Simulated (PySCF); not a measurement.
Members of one series of related molecules.

All values: PBE0/pcSseg-1 (PySCF) at GFN2-xTB geometries, gas phase, one conformer each.

Question: Rank by HOMO–LUMO gap, lowest first.
A. `C[C@@H](F)C[SiH2][SiH2]CF`
B. `C[C@H](N)C[SiH2][SiH2]CF`
C. `C([SiH2][SiH2]C[C@H](C#C)C)F`
D. `C[C@H](C#N)C[SiH2][SiH2]CF`
E. `C[C@H](S)C[SiH2][SiH2]CF`
F. `C([SiH2][SiH2]CC(C)C)F`

Answer: E (6.77 eV), B (7.27 eV), C (7.50 eV), D (7.86 eV), A (8.00 eV), F (8.18 eV).

Question: Rank by the lowest Hirshfeld charge on any atom, lowest value first.
A. `CC(C)C[SiH2][SiH2]CF`
B. `C[C@@H](F)C[SiH2][SiH2]CF`
C. `C([SiH2][SiH2]C[C@H](C)O)F`
D. `C[C@H](C#N)C[SiH2][SiH2]CF`

Answer: D (-0.236 e), C (-0.189 e), B (-0.167 e), A (-0.152 e).

Question: Rank by HOMO energy, lowest first.
A. `N#C[C@H](C[SiH2][SiH2]CF)C`
B. `C[C@H](O)C[SiH2][SiH2]CF`
C. `C[C@H](S)C[SiH2][SiH2]CF`
D. `C#C[C@H](C)C[SiH2][SiH2]CF`
E. `CCC[SiH2][SiH2]CF`
F. `CC(C)C[SiH2][SiH2]CF`

Answer: A (-8.42 eV), F (-8.16 eV), E (-7.99 eV), B (-7.79 eV), D (-7.64 eV), C (-6.86 eV).

All values together:

```tsv
SMILES	change	formula	μ (D)	HOMO (eV)	LUMO (eV)	lowest IAO charge (e)	highest IAO charge (e)	lowest Hirshfeld charge (e)	highest Hirshfeld charge (e)
CCC[SiH2][SiH2]CF	parent	C4H13FSi2	1.89	-7.99	-0.11	-0.521 (C)	+0.446 (Si)	-0.156 (C)	+0.250 (Si)
C#C[C@H](C)C[SiH2][SiH2]CF	H on C replaced by ethynyl	C6H13FSi2	1.57	-7.64	-0.14	-0.509 (C)	+0.442 (Si)	-0.148 (C)	+0.249 (Si)
C[C@H](C#N)C[SiH2][SiH2]CF	H on C replaced by CN	C5H12FNSi2	3.23	-8.42	-0.56	-0.515 (C)	+0.446 (Si)	-0.236 (N)	+0.255 (Si)
CC(C)C[SiH2][SiH2]CF	H on C replaced by CH3	C5H15FSi2	0.71	-8.16	0.03	-0.515 (C)	+0.443 (Si)	-0.152 (C)	+0.246 (Si)
C[C@H](N)C[SiH2][SiH2]CF	H on C replaced by NH2	C4H14FNSi2	4.09	-7.22	0.05	-0.555 (N)	+0.455 (Si)	-0.181 (N)	+0.241 (Si)
C[C@H](O)C[SiH2][SiH2]CF	H on C replaced by OH	C4H13FOSi2	1.17	-7.79	0.14	-0.554 (O)	+0.471 (Si)	-0.189 (O)	+0.234 (Si)
C[C@H](S)C[SiH2][SiH2]CF	H on C replaced by SH	C4H13FSSi2	1.19	-6.86	-0.09	-0.520 (C)	+0.444 (Si)	-0.161 (C)	+0.238 (Si)
C[C@@H](F)C[SiH2][SiH2]CF	H on C replaced by F	C4H12F2Si2	2.45	-8.11	-0.11	-0.536 (C)	+0.449 (Si)	-0.167 (C)	+0.244 (Si)
C[C@@H](Cl)C[SiH2][SiH2]CF	H on C replaced by Cl	C4H12ClFSi2	1.69	-8.20	-0.12	-0.522 (C)	+0.447 (Si)	-0.161 (C)	+0.236 (Si)
```

Conformers: `[CH3:1][CH2:2][CH2:3][SiH2:4][SiH2:5][CH2:6][F:7]` with C1–C2–C3–Si4 -62°, C2–C3–Si4–Si5 -158°, C3–Si4–Si5–C6 -171°, Si4–Si5–C6–F7 -46°; `[CH:1]#[C:2][C@H:3]([CH3:4])[CH2:5][SiH2:6][SiH2:7][CH2:8][F:9]` with C2–C3–C5–Si6 -179°, C3–C5–Si6–Si7 43°, C5–Si6–Si7–C8 65°, Si6–Si7–C8–F9 -52°; `[CH3:1][C@H:2]([C:3]#[N:4])[CH2:5][SiH2:6][SiH2:7][CH2:8][F:9]` with C1–C2–C5–Si6 -64°, C2–C5–Si6–Si7 -166°, C5–Si6–Si7–C8 -162°, Si6–Si7–C8–F9 -48°; `[CH3:1][CH:2]([CH3:3])[CH2:4][SiH2:5][SiH2:6][CH2:7][F:8]` with C1–C2–C4–Si5 176°, C2–C4–Si5–Si6 -45°, C4–Si5–Si6–C7 -60°, Si5–Si6–C7–F8 50°; `[CH3:1][C@H:2]([NH2:3])[CH2:4][SiH2:5][SiH2:6][CH2:7][F:8]` with C1–C2–N3–H 62° and -56°, C1–C2–C4–Si5 -179°, C2–C4–Si5–Si6 -52°, C4–Si5–Si6–C7 95°, Si5–Si6–C7–F8 45°; `[CH3:1][C@H:2]([OH:3])[CH2:4][SiH2:5][SiH2:6][CH2:7][F:8]` with C1–C2–O3–H 57°, C1–C2–C4–Si5 152°, C2–C4–Si5–Si6 50°, C4–Si5–Si6–C7 51°, Si5–Si6–C7–F8 -60°; `[CH3:1][C@H:2]([SH:3])[CH2:4][SiH2:5][SiH2:6][CH2:7][F:8]` with C1–C2–S3–H -64°, C1–C2–C4–Si5 174°, C2–C4–Si5–Si6 44°, C4–Si5–Si6–C7 55°, Si5–Si6–C7–F8 -52°; `[CH3:1][C@@H:2]([F:3])[CH2:4][SiH2:5][SiH2:6][CH2:7][F:8]` with C1–C2–C4–Si5 -178°, C2–C4–Si5–Si6 59°, C4–Si5–Si6–C7 -92°, Si5–Si6–C7–F8 -45°; `[CH3:1][C@@H:2]([Cl:3])[CH2:4][SiH2:5][SiH2:6][CH2:7][F:8]` with C1–C2–C4–Si5 -170°, C2–C4–Si5–Si6 -43°, C4–Si5–Si6–C7 -54°, Si5–Si6–C7–F8 52°.

Give the shifts from the parent, `CCC[SiH2][SiH2]CF`.

| SMILES | change in μ (D) | change in HOMO (eV) | change in LUMO (eV) |
| --- | --- | --- | --- |
| C#C[C@H](C)C[SiH2][SiH2]CF | -0.32 | +0.35 | -0.03 |
| C[C@H](C#N)C[SiH2][SiH2]CF | +1.34 | -0.43 | -0.45 |
| CC(C)C[SiH2][SiH2]CF | -1.18 | -0.17 | +0.14 |
| C[C@H](N)C[SiH2][SiH2]CF | +2.20 | +0.77 | +0.16 |
| C[C@H](O)C[SiH2][SiH2]CF | -0.72 | +0.20 | +0.25 |
| C[C@H](S)C[SiH2][SiH2]CF | -0.70 | +1.13 | +0.02 |
| C[C@@H](F)C[SiH2][SiH2]CF | +0.56 | -0.12 | 0.00 |
| C[C@@H](Cl)C[SiH2][SiH2]CF | -0.20 | -0.21 | -0.01 |
